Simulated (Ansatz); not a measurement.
Born–Oppenheimer molecular dynamics of C$_{2}$H$_{9}$BO$_{2}$ (14 atoms, charge 0, multiplicity 1). It starts from a rough guess of a transition structure, not a stationary point.

The calculation used UKS PBE/STO-3G (Ansatz 0.2.0).

```
ensemble                      : NVE (velocity Verlet)
time step                     : 0.5 fs
steps asked                   : 150
starting velocities drawn for : 300 K
seed                          : 871981
```

First frame:

```xyz
14
Properties=species:S:1:pos:R:3
B -1.089 0.254 0.191
C 0.589 -0.515 0.366
C 1.564 -0.216 -0.772
O -1.542 0.109 -1.107
O -1.951 0.072 1.263
H 0.074 0.794 0.344
H -0.449 1.627 0.319
H 1.054 -0.346 1.344
H 0.352 -1.582 0.327
H 1.069 -0.385 -1.724
H 1.907 0.818 -0.751
H 2.442 -0.860 -0.719
H -2.474 0.284 -1.197
H -1.544 -0.056 2.116
```

Task: How far do the bonds stretch over the last three quarters of this one trajectory? (Pairs bonded in most of those frames.)

Result: 
```tsv
bond	mean (Å)	spread (Å)	shortest	longest
B1–C2	1.611	0.029	1.52	1.66
B1–O4	1.393	0.046	1.30	1.48
B1–O5	1.400	0.031	1.34	1.45
C2–C3	1.565	0.043	1.50	1.64
C2–H8	1.115	0.030	1.07	1.16
C2–H9	1.115	0.020	1.08	1.15
C3–H10	1.108	0.033	1.06	1.16
C3–H11	1.108	0.023	1.07	1.14
C3–H12	1.108	0.020	1.06	1.15
O4–H13	1.041	0.050	0.96	1.12
O5–H14	1.033	0.050	0.95	1.11
H6–H7	0.748	0.074	0.64	0.85
```

Mean temperature of the second half: 2426 K. The conserved energy stayed within 1.3 meV per atom of its start (net change -0.89 meV per atom), so the integration is sound. The system heated up, since it started high on the potential surface and ran downhill. A run of 0.075 ps of so small a system gives no equilibrium averages. The orbitals stay closed-shell, which can raise the energy where a bond breaks towards radicals; this wasn't checked here. Limits of this set-up: minimal basis.

Run time: 8.1 min on 1 thread of Arm Neoverse V1, on a shared host, peak memory 0.12 GiB.
